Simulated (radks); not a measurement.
The numbers below are computed, except where a source is named.
Isoelectronic series with 38 electrons, each ion in its NIST ground configuration. Level of theory: Dirac Kohn-Sham, PBE, spin-unpolarised, spherical densities, finite nucleus; open shells fill j = l - 1/2 first; Fermi nuclear charge, rms radius of each element as measured or else 0.836 A^(1/3) + 0.57 fm (a radial shooting solver on a logarithmic mesh with Libxc functionals). Total energies (hartree) and mean radii <r> (bohr) (* marks an orbital that is empty in some or all of the ions):

ion,configuration,E (hartree),5s1/2*,4p3/2
Sr,[Kr] 5s2,-3179.76593,4.333,1.579
Zr2+,[Kr] 4d2,-3598.18314,3.194,1.374
Nb3+,[Kr] 4d2,-3818.40407,2.806,1.282
Mo4+,[Kr] 4d2,-4045.90365,2.522,1.202
Tc5+,[Kr] 4d2,-4280.70166,2.302,1.133
Ru6+,[Kr] 4d2,-4522.81758,2.125,1.071
Rh7+,[Kr] 4d2,-4772.28267,1.978,1.017
Pd8+,[Kr] 4d2,-5029.12532,1.852,0.9687
Ag9+,[Kr] 4d2,-5293.38098,1.744,0.9250
Cd10+,[Kr] 4d2,-5565.08232,1.650,0.8854
In11+,[Kr] 4d2,-5844.27278,1.566,0.8493
Sn12+,[Kr] 4d2,-6130.98829,1.491,0.8162
Sb13+,[Kr] 4d2,-6425.27329,1.424,0.7857
Te14+,[Kr] 4d2,-6727.16894,1.363,0.7575
